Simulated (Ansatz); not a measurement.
Ansatz (a first-principles code) input (B3LYP-D3(BJ)/def2-TZVP):

Ansatz 0.2 input:
```yaml
crystal:
  periodic: [false, false, false]
  atoms:
    - {symbol: C, position_ang: [-1.98999128, -0.28781063, -0.82831271]}
    - {symbol: C, position_ang: [-0.74463242, -0.32985788, 0.04380127]}
    - {symbol: C, position_ang: [-0.24376697, 1.04798949, 0.50702473]}
    - {symbol: C, position_ang: [1.21025838, 0.80202882, 0.94960502]}
    - {symbol: C, position_ang: [1.64857115, -0.33727711, 0.08807107]}
    - {symbol: C, position_ang: [0.49638220, -0.94541359, -0.63782898]}
    - {symbol: H, position_ang: [-2.29059113, -1.28995457, -1.14216785]}
    - {symbol: H, position_ang: [-1.80953715, 0.30412060, -1.72972099]}
    - {symbol: H, position_ang: [-2.83252813, 0.16095544, -0.29745637]}
    - {symbol: H, position_ang: [-0.96024080, -0.92566689, 0.93816841]}
    - {symbol: H, position_ang: [-0.86662584, 1.48027973, 1.29152681]}
    - {symbol: H, position_ang: [-0.25854645, 1.73854769, -0.34223434]}
    - {symbol: H, position_ang: [1.24602941, 0.53173360, 2.01626945]}
    - {symbol: H, position_ang: [1.84280474, 1.68976322, 0.84793423]}
    - {symbol: H, position_ang: [2.67140317, -0.67581099, 0.00199220]}
    - {symbol: H, position_ang: [0.50532855, -0.67172214, -1.70590744]}
    - {symbol: H, position_ang: [0.49157750, -2.04020006, -0.61256641]}
basis:
  gaussian:
    orbitals: def2-TZVP
hamiltonian:
  xc: b3lyp
  dispersion: d3bj
magnetization: {spin_polarized: true, initial_magnetization: 1}
phonons: {temperatures: {t_min: 298.15, t_max: 298.15, t_step: 100}}
```

Output:

```
Functional definition: B3LYP
integrals: 0.20 GiB planned
1564 factors; their error is unknown
0.37 GiB of the device are held for the grids
1.54 GiB of device memory are held for the factors and their scratch space
mean field: 1.86 GiB planned
mean field evaluation 1: about -6387.2066 eV, gradient 5.7e1 eV
mean field evaluation 2: about -6370.4949 eV, gradient 8.0e1 eV
mean field evaluation 4: about -6402.7615 eV, gradient 4.2e0 eV
mean field evaluation 8: about -6402.8417 eV, gradient 5.4e-2 eV
mean field evaluation 16: about -6402.7934 eV, gradient 6.4e-4 eV
mean field -6402.79342406 eV, -235.2983183649 hartree, gradient 8.5e-5 eV, S^2 0.754355; 0 other end points of the search recorded, 0 dependent functions left out
the calculation of the forces begins
reference -6402.79374226 eV, -235.2983300586 hartree; 24, 23 occupied and 228, 229 virtual orbitals, 1564 factors
these checks for a lower state are left out or cut short: stability, starts, cluster_reference, orbital_swaps, neighbouring_geometries, increment
integrals: 0.20 GiB planned
1564 factors; their error is unknown
0.37 GiB of the device are held for the grids
1.54 GiB of device memory are held for the factors and their scratch space
mean field: 1.86 GiB planned
mean field -6402.79319378 eV, -235.2983099025 hartree, gradient 2.9e-6 eV, S^2 0.754355; 0 other end points of the search recorded, 0 dependent functions left out
the calculation of the forces begins
reference -6402.79351203 eV, -235.2983215979 hartree; 24, 23 occupied and 228, 229 virtual orbitals, 1564 factors
these checks for a lower state are left out or cut short: stability, starts, cluster_reference, orbital_swaps, neighbouring_geometries, increment
integrals: 0.20 GiB planned
1564 factors; their error is unknown
0.37 GiB of the device are held for the grids
1.54 GiB of device memory are held for the factors and their scratch space
mean field: 1.86 GiB planned
mean field evaluation 32: about -6402.7933 eV, gradient 1.9e-6 eV
mean field -6402.79334928 eV, -235.2983156168 hartree, gradient 2.9e-6 eV, S^2 0.754356; 0 other end points of the search recorded, 0 dependent functions left out
the calculation of the forces begins
reference -6402.79366743 eV, -235.2983273088 hartree; 24, 23 occupied and 228, 229 virtual orbitals, 1564 factors
these checks for a lower state are left out or cut short: stability, starts, cluster_reference, orbital_swaps, neighbouring_geometries, increment
integrals: 0.20 GiB planned
1564 factors; their error is unknown
0.37 GiB of the device are held for the grids
1.54 GiB of device memory are held for the factors and their scratch space
mean field: 1.86 GiB planned
mean field -6402.79324277 eV, -235.2983117027 hartree, gradient 2.9e-6 eV, S^2 0.754356; 0 other end points of the search recorded, 0 dependent functions left out
the calculation of the forces begins
reference -6402.79356099 eV, -235.2983233970 hartree; 24, 23 occupied and 228, 229 virtual orbitals, 1564 factors
these checks for a lower state are left out or cut short: stability, starts, cluster_reference, orbital_swaps, neighbouring_geometries, increment
integrals: 0.20 GiB planned
1564 factors; their error is unknown
0.37 GiB of the device are held for the grids
1.54 GiB of device memory are held for the factors and their scratch space
mean field: 1.86 GiB planned
mean field -6402.79326293 eV, -235.2983124435 hartree, gradient 2.9e-6 eV, S^2 0.754355; 0 other end points of the search recorded, 0 dependent functions left out
[...]
reference -6402.79370951 eV, -235.2983288550 hartree; 24, 23 occupied and 228, 229 virtual orbitals, 1564 factors
these checks for a lower state are left out or cut short: stability, starts, cluster_reference, orbital_swaps, neighbouring_geometries, increment
integrals: 0.20 GiB planned
1564 factors; their error is unknown
0.37 GiB of the device are held for the grids
1.54 GiB of device memory are held for the factors and their scratch space
mean field: 1.86 GiB planned
mean field -6402.79338337 eV, -235.2983168695 hartree, gradient 2.9e-6 eV, S^2 0.754356; 0 other end points of the search recorded, 0 dependent functions left out
the calculation of the forces begins
reference -6402.79370156 eV, -235.2983285628 hartree; 24, 23 occupied and 228, 229 virtual orbitals, 1564 factors
these checks for a lower state are left out or cut short: stability, starts, cluster_reference, orbital_swaps, neighbouring_geometries, increment
integrals: 0.20 GiB planned
1564 factors; their error is unknown
0.37 GiB of the device are held for the grids
1.54 GiB of device memory are held for the factors and their scratch space
mean field: 1.86 GiB planned
mean field evaluation 672: about -6402.8378 eV, gradient 6.3e-4 eV
mean field -6402.79342574 eV, -235.2983184266 hartree, gradient 2.9e-6 eV, S^2 0.754355; 0 other end points of the search recorded, 0 dependent functions left out
the calculation of the forces begins
reference -6402.79374395 eV, -235.2983301208 hartree; 24, 23 occupied and 228, 229 virtual orbitals, 1564 factors
these checks for a lower state are left out or cut short: stability, starts, cluster_reference, orbital_swaps, neighbouring_geometries, increment
integrals: 0.20 GiB planned
1564 factors; their error is unknown
0.37 GiB of the device are held for the grids
1.54 GiB of device memory are held for the factors and their scratch space
mean field: 1.86 GiB planned
mean field -6402.79329701 eV, -235.2983136959 hartree, gradient 2.9e-6 eV, S^2 0.754351; 0 other end points of the search recorded, 0 dependent functions left out
the calculation of the forces begins
reference -6402.79361519 eV, -235.2983253889 hartree; 24, 23 occupied and 228, 229 virtual orbitals, 1564 factors
these checks for a lower state are left out or cut short: stability, starts, cluster_reference, orbital_swaps, neighbouring_geometries, increment
integrals: 0.20 GiB planned
1564 factors; their error is unknown
0.37 GiB of the device are held for the grids
1.54 GiB of device memory are held for the factors and their scratch space
mean field: 1.86 GiB planned
mean field -6402.79337673 eV, -235.2983166256 hartree, gradient 2.9e-6 eV, S^2 0.754360; 0 other end points of the search recorded, 0 dependent functions left out
the calculation of the forces begins
reference -6402.79369495 eV, -235.2983283200 hartree; 24, 23 occupied and 228, 229 virtual orbitals, 1564 factors
these checks for a lower state are left out or cut short: stability, starts, cluster_reference, orbital_swaps, neighbouring_geometries, increment
integrals: 0.20 GiB planned
1564 factors; their error is unknown
0.37 GiB of the device are held for the grids
1.54 GiB of device memory are held for the factors and their scratch space
mean field: 1.86 GiB planned
mean field -6402.79342553 eV, -235.2983184189 hartree, gradient 2.9e-6 eV, S^2 0.754356; 0 other end points of the search recorded, 0 dependent functions left out
the calculation of the forces begins
reference -6402.79374373 eV, -235.2983301126 hartree; 24, 23 occupied and 228, 229 virtual orbitals, 1564 factors
these checks for a lower state are left out or cut short: stability, starts, cluster_reference, orbital_swaps, neighbouring_geometries, increment
integrals: 0.20 GiB planned
1564 factors; their error is unknown
0.37 GiB of the device are held for the grids
1.54 GiB of device memory are held for the factors and their scratch space
mean field: 1.86 GiB planned
mean field evaluation 704: about -6402.7934 eV, gradient 2.0e-6 eV
mean field -6402.79339373 eV, -235.2983172505 hartree, gradient 2.9e-6 eV, S^2 0.754355; 0 other end points of the search recorded, 0 dependent functions left out
the calculation of the forces begins
reference -6402.79371194 eV, -235.2983289442 hartree; 24, 23 occupied and 228, 229 virtual orbitals, 1564 factors
these checks for a lower state are left out or cut short: stability, starts, cluster_reference, orbital_swaps, neighbouring_geometries, increment
integrals: 0.20 GiB planned
1564 factors; their error is unknown
0.37 GiB of the device are held for the grids
1.54 GiB of device memory are held for the factors and their scratch space
mean field: 1.86 GiB planned
mean field -6402.79328321 eV, -235.2983131887 hartree, gradient 2.9e-6 eV, S^2 0.754354; 0 other end points of the search recorded, 0 dependent functions left out
the calculation of the forces begins
reference -6402.79360133 eV, -235.2983248796 hartree; 24, 23 occupied and 228, 229 virtual orbitals, 1564 factors
these checks for a lower state are left out or cut short: stability, starts, cluster_reference, orbital_swaps, neighbouring_geometries, increment
integrals: 0.20 GiB planned
1564 factors; their error is unknown
0.37 GiB of the device are held for the grids
1.54 GiB of device memory are held for the factors and their scratch space
mean field: 1.86 GiB planned
mean field -6402.79336890 eV, -235.2983163378 hartree, gradient 2.9e-6 eV, S^2 0.754357; 0 other end points of the search recorded, 0 dependent functions left out
the calculation of the forces begins
reference -6402.79368718 eV, -235.2983280344 hartree; 24, 23 occupied and 228, 229 virtual orbitals, 1564 factors
these checks for a lower state are left out or cut short: stability, starts, cluster_reference, orbital_swaps, neighbouring_geometries, increment
integrals: 0.20 GiB planned
1564 factors; their error is unknown
0.37 GiB of the device are held for the grids
1.54 GiB of device memory are held for the factors and their scratch space
mean field: 1.86 GiB planned
mean field -6402.79339599 eV, -235.2983173335 hartree, gradient 2.9e-6 eV, S^2 0.754355; 0 other end points of the search recorded, 0 dependent functions left out
the calculation of the forces begins
reference -6402.79371418 eV, -235.2983290266 hartree; 24, 23 occupied and 228, 229 virtual orbitals, 1564 factors
these checks for a lower state are left out or cut short: stability, starts, cluster_reference, orbital_swaps, neighbouring_geometries, increment
integrals: 0.20 GiB planned
1564 factors; their error is unknown
0.37 GiB of the device are held for the grids
1.54 GiB of device memory are held for the factors and their scratch space
mean field: 1.86 GiB planned
mean field -6402.79342214 eV, -235.2983182944 hartree, gradient 2.9e-6 eV, S^2 0.754356; 0 other end points of the search recorded, 0 dependent functions left out
the calculation of the forces begins
reference -6402.79374036 eV, -235.2983299887 hartree; 24, 23 occupied and 228, 229 virtual orbitals, 1564 factors
Total energy: -6403.44481193 eV, -235.3222564275 hartree
Atom 0 at    -1.989991    -0.287811    -0.828313 Å, force    -0.000315     0.000442    -0.000333 eV/Å
Atom 1 at    -0.744632    -0.329858     0.043801 Å, force    -0.000707    -0.000437     0.000069 eV/Å
Atom 2 at    -0.243767     1.047989     0.507025 Å, force    -0.000505     0.000322     0.000547 eV/Å
Atom 3 at     1.210258     0.802029     0.949605 Å, force     0.000636    -0.000746    -0.001567 eV/Å
Atom 4 at     1.648571    -0.337277     0.088071 Å, force    -0.000399     0.000267    -0.000381 eV/Å
Atom 5 at     0.496382    -0.945414    -0.637829 Å, force     0.000678     0.000447     0.000363 eV/Å
Atom 6 at    -2.290591    -1.289955    -1.142168 Å, force    -0.000013     0.000009     0.000125 eV/Å
Atom 7 at    -1.809537     0.304121    -1.729721 Å, force     0.000073    -0.000023    -0.000013 eV/Å
Atom 8 at    -2.832528     0.160955    -0.297456 Å, force    -0.000041    -0.000149    -0.000104 eV/Å
Atom 9 at    -0.960241    -0.925667     0.938168 Å, force     0.000333     0.000074     0.000277 eV/Å
Atom 10 at    -0.866626     1.480280     1.291527 Å, force    -0.000055    -0.000052     0.000026 eV/Å
Atom 11 at    -0.258546     1.738548    -0.342234 Å, force     0.000188    -0.000233    -0.000249 eV/Å
Atom 12 at     1.246029     0.531734     2.016269 Å, force    -0.000091    -0.000103     0.000325 eV/Å
Atom 13 at     1.842805     1.689763     0.847934 Å, force     0.000098     0.000160     0.000417 eV/Å
Atom 14 at     2.671403    -0.675811     0.001992 Å, force     0.000320    -0.000005     0.000506 eV/Å
Atom 15 at     0.505329    -0.671722    -1.705907 Å, force    -0.000227    -0.000014    -0.000000 eV/Å
Atom 16 at     0.491578    -2.040200    -0.612566 Å, force     0.000026     0.000041    -0.000008 eV/Å
Dipole moment:    -0.037424     0.001650     0.019979 e Å
Vibrations: 152.55 181.53 239.75 309.31 347.99 427.53 546.81 665.35 809.73 841.12 899.85 916.54 917.19 950.92 989.47 1034.04 1046.23 1094.38 1100.21 1162.05 1213.95 1239.17 1278.61 1300.92 1328.61 1338.44 1360.12 1386.76 1414.02 1469.34 1472.54 1496.13 1497.87 1502.63 2922.46 2939.37 2998.49 3014.70 3021.06 3021.44 3030.32 3077.39 3083.23 3084.66 3199.18 cm⁻¹, zero-point energy 4.173553 eV
```

It need not be the lowest isomer of its formula.
